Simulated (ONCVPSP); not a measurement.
Configuration tests for ruthenium (Ru) (ONCV)

ruthenium (Ru), optimised norm-conserving Vanderbilt (ONCV), made with ONCVPSP 4.0.1 (PBE, fully relativistic). Core [Ar] 3d10, reference 4s2 4p6 4d7 5s1. Waves: 4s+5s: rc 1.55 bohr, ncon 4, nbas 8, qcut 8.8 1/bohr, 3 projectors, debl 2.3 Ha; 4p: rc 1.10 bohr, ncon 4, nbas 8, qcut 6.6 1/bohr, 2 projectors, debl 2 Ha; 4d: rc 2.05 bohr, ncon 3, nbas 8, qcut 7.8 1/bohr, 2 projectors, debl 3.8 Ha. Local part: polynomial inside 0.85 bohr (lpopt 3, dvloc0 3 Ha). Core correction: Teter function fitted to the true core (icmod 2), fcfact 0.7.

Open shells are filled in proportion to 2j + 1.

Energies are relative to the spin-unpolarised reference configuration 4s2 4p6 4d7 5s1; without spin polarisation the order of configurations can differ from experiment.

```
valence configuration  charge  ΔE all-electron (eV)  error AE − PS (meV)
      4s2 4p6 4d7 5s0      +1                 7.294                 +0.4
      4s2 4p6 4d6 5s0      +2                25.480                  0.0
      4s2 4p6 4d8 5s0       0                -0.334                 +1.2
```

Task: What are ΔE and the potential's error for 4s2 4p6 4d5 5s0?

Result: ΔE = 56.099 eV all-electron; the error (AE − PS) is +17 meV.

Levels in the configuration 4s2 4p6 4d6 5s0:

| level | all-electron (eV) | pseudo (eV) |
| --- | --- | --- |
| 4s j=1/2 | -96.460 | -96.461 |
| 4p j=3/2 | -65.314 | -65.316 |
| 4p j=1/2 | -68.732 | -68.732 |
| 4d j=5/2 | -23.985 | -23.981 |
| 4d j=3/2 | -24.357 | -24.353 |
